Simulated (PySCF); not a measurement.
Simulation results for CH5BGeN, C2H6BGe, AlBGeH3O

Computed with PySCF 2.14.0. Calculation on a computer-drawn molecule: the log of a Hartree-Fock and frozen-core CCSD(T) single point meant for a local Hartree-Fock minimum, with one planted fault or none, to be diagnosed. Offsets are logged minus clean, where the clean run is the same molecule without the fault. The reference is restricted for singlets and unrestricted otherwise, and also for a bond in bohr or an excited solution. Adding or removing an electron swaps singlet and doublet. The excited solution moves the top pair (singlet) or top alpha electron (doublet) to the lowest empty orbital. Highest occupied and lowest empty are orbital energies over both spins, largest force is the largest gradient component, triples share is (T) over the correlation energy, the T1 limit is 0.02 restricted and 0.045 unrestricted, electrons count all cores, a negative frequency is imaginary (commonest isotopes), and the dipole is about the centre of nuclear charge; on germanium a core potential holds 10 electrons, which the energies leave out, and 3d is frozen in MP2 and coupled-cluster steps.

Common to all runs: meant charge 1; meant multiplicity 1; meant basis and core potential on germanium cc-pVDZ-PP ECP10MDF; logged SCF converged yes; logged CC converged yes; logged SCF stable within its kind yes; possible faults no fault, one electron removed, one electron added, multiplicity raised by two, geometry at a saddle point, SCF held on an excited solution, minimal basis STO-3G, one bond length entered in bohr, all coordinates scaled.

(1) CH5BGeN

Logged structure:
```xyz
9
CH5BGeN
B     -1.0952     0.1851     1.1656
N     -0.5954    -0.8730     1.7576
C     -0.1520    -2.1148     1.1690
Ge     0.5224    -3.4968     2.0575
H     -1.5424     1.1367     0.6541
H     -0.5113    -0.8056     2.7636
H     -0.2662    -2.1420     0.0951
H      0.6763    -3.4457     3.5604
H      0.9364    -4.7194     1.2863
```

- meant basis: cc-pVDZ
- logged electrons: 55
- logged basis functions: 90
- logged spin squared: 1.2499
- logged highest occupied: -6.5339 eV
- logged lowest empty: 2.1289 eV
- logged largest force: 0.0599 hartree/bohr
- logged T1 diagnostic: 0.053721
- logged D1 diagnostic: 0.2533
- logged triples share: 0.035846
- logged dipole magnitude: 1.7075 debye
- logged energy HF: -413.16101 hartree
- logged energy CCSD(T): -413.68449 hartree
- planted fault: one electron added
- HF energy offset from clean run: -121.3 kcal/mol
- CCSD(T) energy offset from clean run: -126.6 kcal/mol

Drawn bonds:
```csv
atom,other atom,order
1,2,1
2,3,1
3,4,2
1,5,1
2,6,1
3,7,1
4,8,1
4,9,1
```

Notes: T1 above single-reference limit.

(2) C2H6BGe

Logged structure:
```xyz
10
C2H6BGe
B      2.0639     0.5930     3.2660
C      0.7578     0.7098     2.7598
Ge     0.1510    -0.3068     1.3577
C      1.1908    -1.6302     0.4241
H      3.1615     0.4662     3.6600
H      0.0625     1.4220     3.1978
H     -1.2783    -0.0752     0.9147
H      2.2034    -1.7032     0.8165
H      0.6864    -2.5944     0.5176
H      1.2208    -1.3629    -0.6343
```

* meant basis: cc-pVDZ
* logged electrons: 53
* logged basis functions: 95
* logged spin squared: 0.7557
* logged highest occupied: -22.767 eV
* logged lowest empty: -12.456 eV
* logged largest force: 0.066137 hartree/bohr
* logged T1 diagnostic: 0.012666
* logged D1 diagnostic: 0.035075
* logged triples share: 0.027389
* logged dipole magnitude: 6.8687 debye
* logged energy HF: -396.50346 hartree
* logged energy CCSD(T): -396.93805 hartree
* planted fault: one electron removed
* HF energy offset from clean run: 312.5 kcal/mol
* CCSD(T) energy offset from clean run: 344.6 kcal/mol

Drawn bonds:
```csv
atom,other atom,order
1,2,1
2,3,2
3,4,1
1,5,1
2,6,1
3,7,1
4,8,1
4,9,1
4,10,1
```

(3) C2H6BGe

Logged structure:
```xyz
10
C2H6BGe
B      2.0639     0.5930     3.2660
C      0.7578     0.7098     2.7598
Ge    -0.3890    -1.2113     0.1102
C      0.6508    -2.5347    -0.8234
H      3.1615     0.4662     3.6600
H      0.0625     1.4220     3.1978
H     -1.8183    -0.9797    -0.3328
H      1.6635    -2.6077    -0.4310
H      0.1464    -3.4989    -0.7299
H      0.6808    -2.2674    -1.8818
```

* meant basis: cc-pVDZ
* logged electrons: 54
* logged basis functions: 95
* logged spin squared: 1.0153
* logged highest occupied: -13.049 eV
* logged lowest empty: -5.2876 eV
* logged largest force: 0.013258 hartree/bohr
* logged T1 diagnostic: 0.018653
* logged D1 diagnostic: 0.075013
* logged triples share: 0.031638
* logged dipole magnitude: 1.2282 debye
* logged energy HF: -396.8665 hartree
* logged energy CCSD(T): -397.32844 hartree
* planted fault: one bond length entered in bohr, row 2 of the drawn bonds
* HF energy offset from clean run: 84.64 kcal/mol
* CCSD(T) energy offset from clean run: 99.62 kcal/mol

Drawn bonds:
```csv
atom,other atom,order
1,2,1
2,3,2
3,4,1
1,5,1
2,6,1
3,7,1
4,8,1
4,9,1
4,10,1
```

(4) AlBGeH3O

Logged structure:
```xyz
7
AlBGeH3O
B     -1.9850     0.2064     0.8718
Ge    -0.2590     0.2050     2.4167
Al     2.0505     0.4390     0.9520
O      3.2232     0.5916    -0.2856
H     -2.9494     0.2071     0.0073
H     -0.6606     1.5200     3.3541
H     -0.4971    -1.2603     3.1686
```

* meant basis: cc-pV(D+d)Z
* logged electrons: 60
* logged basis functions: 89
* logged spin squared: 0
* logged highest occupied: -14.174 eV
* logged lowest empty: -5.6976 eV
* logged largest force: 0.070906 hartree/bohr
* logged T1 diagnostic: 0.041926
* logged D1 diagnostic: 0.11517
* logged triples share: 0.050329
* logged dipole magnitude: 11.522 debye
* logged energy HF: -636.17116 hartree
* logged energy CCSD(T): -636.64491 hartree
* planted fault: ?

Drawn bonds:
```csv
atom,other atom,order
1,2,1
2,3,1
3,4,2
1,5,1
2,6,1
2,7,1
```

Notes: T1 above single-reference limit.

Question: Which fault was planted in the run of AlBGeH3O (entry 4)?
Answer: all coordinates scaled, by +9.4 %

Further results for AlBGeH3O (entry 4):

- HF energy offset from clean run: 28.3 kcal/mol
- CCSD(T) energy offset from clean run: 15.87 kcal/mol
